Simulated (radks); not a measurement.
All-electron atom: Sn XXVII in [Ne] 3s2 3p5 3d7 (not the ground configuration). All-electron calculation, Dirac Kohn-Sham, PBE, spin-unpolarised, spherical densities, finite nucleus; open shells are shared between the two j in proportion to 2j + 1; Fermi nuclear charge, rms radius 4.6519 fm. Program: a radial shooting solver on a logarithmic mesh with Libxc functionals.

Spin-orbit splittings of the eigenvalues, e(l+1/2) - e(l-1/2), with zeta = 2 splitting/(2l+1) and mean radii in bohr:

shell	occ.	splitting (eV)	zeta (eV)	<r> j=l-1/2	<r> j=l+1/2
2p	6	232.7	155.1	0.1053	0.1106
3p	5	47.89	31.92	0.3121	0.3216
3d	7	10.47	4.188	0.2873	0.2902
